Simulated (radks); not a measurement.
Results of a calculation; reference values are marked as such.
Problem. All-electron atom: Mn in [Ar] 3d5 4s2 (the NIST ground configuration). Code: a radial shooting solver on a logarithmic mesh with Libxc functionals. Model: non-relativistic Kohn-Sham, r2SCAN, spin-polarised, spherical densities, point nucleus; open shells are filled with parallel spins first; meta-GGA in the generalised Kohn-Sham scheme. Some entries of the table are withheld. Estimate them.

orbital,occ.,eigenvalue (eV),r(max) (bohr),<r^2> (bohr^2)
1s down,1,-6395.693,0.04054,0.005087
1s up,1,-6395.664,0.04054,0.005087
2s up,1,-741.4101,0.2350,0.09400
2s down,1,-738.6255,0.2348,0.09347
2p up,3,-633.7317,0.1897,0.07588
2p down,3,-631.6392,0.1894,0.07534
3s up,1,-89.3134,0.7424,0.8513
3s down,1,-82.6405,0.7441,0.8599
3p up,3,-58.1533,0.7551,0.9685
3p down,3,-51.4925,0.7580,0.9864
3d up,5,-8.9725,0.7602,1.822
4s up,1,-5.6590,2.475,(1)
4s down,1,-4.5105,2.785,(2)
3d down,0,-2.9607,0.7791,3.075
4p up,0,(3),3.150,17.12
4p down,0,(4),3.822,24.79

Solution. 
(1) 4s up <r^2> (bohr^2): 10.36
(2) 4s down <r^2> (bohr^2): 13.61
(3) 4p up eigenvalue (eV): -1.2789
(4) 4p down eigenvalue (eV): -1.2075
